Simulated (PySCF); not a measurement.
**Orbital picture of PbH**

PBE0 at R = 1.856 Å; PySCF, scalar-relativistic core potentials, basis sets H cc-pVTZ, Pb cc-pVTZ-PP with ECP60. State: ²Π (doublet), unpaired electrons π ↑. Only the outer orbitals are listed, counted within each symmetry, core potentials removing the inner ones.

```tsv
spin	orbital	occ.	ε (eV)	on H (%)	main shells (%)
α	1δ	1	-23.59	0	100 Pb d
α	1δ	1	-23.50	0	100 Pb d
α	2π	1	-23.40	0	100 Pb d
α	3σ	1	-23.20	0	100 Pb d
α	2π	1	-23.11	0	100 Pb d
α	4σ	1	-13.98	9	90 Pb s, 9 H s
α	5σ	1	-7.20	45	45 Pb p, 45 H s
α	3π	1	-4.73	0	100 Pb p
α	3π	0	-2.97	0	100 Pb p
α	6σ	0	0.67	36	60 Pb p, 37 H s
α	7σ	0	2.60	-7	91 Pb s, 10 Pb d
β	1δ	1	-23.55	0	100 Pb d
β	2π	1	-23.38	0	100 Pb d
β	1δ	1	-23.35	0	100 Pb d
β	3σ	1	-23.05	1	99 Pb d
β	2π	1	-22.97	0	100 Pb d
β	4σ	1	-13.28	12	87 Pb s, 11 H s
β	5σ	1	-7.05	47	47 H s, 41 Pb p, 10 Pb s
β	3π	0	-2.62	0	100 Pb p
β	3π	0	-1.89	0	100 Pb p
β	6σ	0	0.88	33	62 Pb p, 33 H s
```

Problem. Which are the highest filled and the lowest empty level, where do they sit, and how wide is the gap?

Solution. Highest filled α 3π at -4.73 eV (in %: 100 Pb p); lowest empty α 3π at -2.97 eV (in %: 100 Pb p); the gap at PBE0 is 1.76 eV. Both belong to one degenerate shell, split only by its one-sided filling, so this is no excitation gap.

* bond order (Mayer): 0.96
* ⟨S²⟩: 0.753
* charge on H (Mulliken, basis-dependent): -0.15
* charge on H (Löwdin, basis-dependent): -0.23
* dipole moment (positive dipole means H(−)Pb(+)): 1.06 D
* polarisability along the bond: 55.7 bohr³
* polarisability across the bond: 42.2 bohr³

Shares are Mulliken populations and can fall outside 0 to 100 %.

Spin–orbit coupling is left out, which matters for elements this heavy, above all for dissociation energies. The state is the lowest determinant that a PBE0 search found; another state may lie lower at other levels.
